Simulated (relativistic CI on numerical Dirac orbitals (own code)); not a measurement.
Sensitivity of the levels of Au13+ to α and to the nuclear radius

These numbers are calculated, not measured: Dirac-Coulomb-Breit CI, KLI orbitals optimised for each configuration, derivatives by finite differences, unscaled Slater integrals, QED left out (own radial code, finite nucleus).

CI space (outside the closed core [Kr] 4d10): 4f14 5s2 5p4, 4f14 5s 5p5, 4f14 5s2 5p3 5d, 4f13 5s2 5p5, 4f14 5p6, 4f14 5s2 5p2 5d2, 4f14 5s2 5p 5d3. Double excitations out of closed p, d and f shells are left out; levels of such configurations are missing from the list, as are those of other unlisted configurations, and high levels can miss mixing partners.

With x = (α/α₀)² − 1 an excitation energy changes as ω = ω₀ + qx; K = 2q/ω₀ is the relative enhancement. Terms are leading LS components, so labels can repeat. The field-shift factor is F = δν/δ⟨r²⟩ for the transition from the lowest level.

Lowest level 4f14 5s2 5p4 3P_2.

```
            Level  ω₀ (cm⁻¹)  q (cm⁻¹)       K  F (GHz/fm²)
4f14 5s2 5p4 1S_0      26114      4568    0.35        -5.16
4f14 5s2 5p4 3P_1     157944    211900    2.68          -43
4f14 5s2 5p4 1D_2     175675    209600    2.39        -42.2
4f14 5s2 5p4 3P_0     343844    424700    2.47        -91.6
4f13 5s2 5p5 3F_4     406600   -151200  -0.744         46.6
4f13 5s2 5p5 1F_3     408316   -151300  -0.741         46.6
4f13 5s2 5p5 3G_5     413688   -152700  -0.738         46.9
4f13 5s2 5p5 1D_2     428192   -149800  -0.699         46.6
4f13 5s2 5p5 3F_3     434178   -124900  -0.575         48.4
4f13 5s2 5p5 3F_2     442233   -123900   -0.56         48.3
4f13 5s2 5p5 3G_4     450119   -124700  -0.554         48.5
4f13 5s2 5p5 3D_1     453275   -124400  -0.549         48.7
4f14 5s 5p5 3P°_2     466834    186800     0.8         -387
```

At this charge transitions that keep the count of f electrons are usually good to a few per cent. Levels and lines within the n = 5 or 6 shells can be off by up to 10 % or somewhat more, and those that change n by about 2 %, since core polarisation is missing. Levels that differ in their count of f electrons can be misplaced by several ten thousand cm⁻¹, since the correlation energy of f electrons is missing or only estimated; rates across such gaps can be off by orders of magnitude.
